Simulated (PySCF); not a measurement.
Give a GFN2-xTB geometry of `C1CC[SiH]1NC`.

```
atom  x, y, z in Å
C1     2.687   -0.217    0.310
N2     1.537    0.575   -0.058
Si3    0.111   -0.148   -0.693
C4    -1.052   -0.936    0.596
C5    -2.180    0.027    0.173
C6    -1.383    1.027   -0.684
H7     3.292   -0.512   -0.554
H8     2.341   -1.121    0.805
H9     3.320    0.342    1.001
H10    1.811    1.466   -0.446
H11    0.269   -0.948   -1.921
H12   -1.317   -1.985    0.492
H13   -0.752   -0.774    1.629
H14   -2.696    0.487    1.015
H15   -2.921   -0.493   -0.433
H16   -1.218    1.967   -0.163
H17   -1.857    1.256   -1.634
```

Any rigid rotation of these coordinates is as good. Atoms count from 1 in this order. The 4-membered ring Si3–C4–C5–C6 has internal angles of 76.9° to 100.4° (sum 358°, against 360° for a flat polygon); it is puckered, 0.08 Å rms from its mean plane, widest ring torsion 12°. Si3 (SiH silicon) has angles from 76.9° to 116.5°. N2 (silicon-bound nitrogen) has angles 121.6°, 117.0° and 111.4°, sum 350.1°, 0.25 Å off the plane of its three neighbours.

Bonds between heavy atoms (Å): C1–N2 1.444, N2–Si3 1.720, Si3–C4 1.907, C4–C5 1.542, C5–C6 1.540, Si3–C6 1.901.

Computed geometry: GFN2-xTB, gas phase.

Point group: C1 (no symmetry element, even within 0.4 Å). Not checked by GFN2-xTB frequencies. The numbers are those of one conformer (C1–N2–Si3–C4 80°, N2–Si3–C4–C5 119°, Si3–C4–C5–C6 -12°, C4–C5–C6–Si3 12°, N2–Si3–C6–C5 -122°).
